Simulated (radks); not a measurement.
Spherical jellium clusters: N electrons in a uniform positive sphere of charge N and radius rs N^(1/3), rs = 2.45 bohr. Calculated with a radial shooting solver with Libxc functionals: non-relativistic Kohn-Sham, LDA (Slater exchange, Perdew-Wang correlation), spin-polarised, spherical densities. Levels are named by radial order and angular momentum (1s, 1p, 1d, 2s, ...), and open shells are averaged over m.

N = 9, configuration 1s2 1p6 1d(up 1, down 0). This is the lowest configuration that the search found. Occupied and some empty levels:

level    occupation  eigenvalue (eV)  <r> (bohr)
1s up             1          -8.3020       3.401
1s down           1          -8.1661       3.366
1p up             3          -5.2734       4.358
1p down           3          -5.0785       4.342
1d up             1          -2.0621       5.499
2s up             0          -1.8652       6.087
1d down           0          -1.8512       5.535
2s down           0          -1.7271       6.164
2p up             0         -0.29247       10.48
2p down           0         -0.22169       11.00

Energy (eV): total -9.12364, kinetic 34.400, external -489.93, Hartree 232.89, exchange-correlation -45.985, background 259.50.

Electron density:

r (bohr)  n(r) (e/bohr^3)
0.182             0.01140
0.867             0.01285
1.55              0.01536
2.24              0.01732
2.92              0.01724
3.61              0.01463
4.29              0.01035
4.98             0.006101
5.67             0.003117
6.35             0.001475
7.04            0.0006719
7.72            0.0003009
8.41            0.0001345
9.09           0.00006044
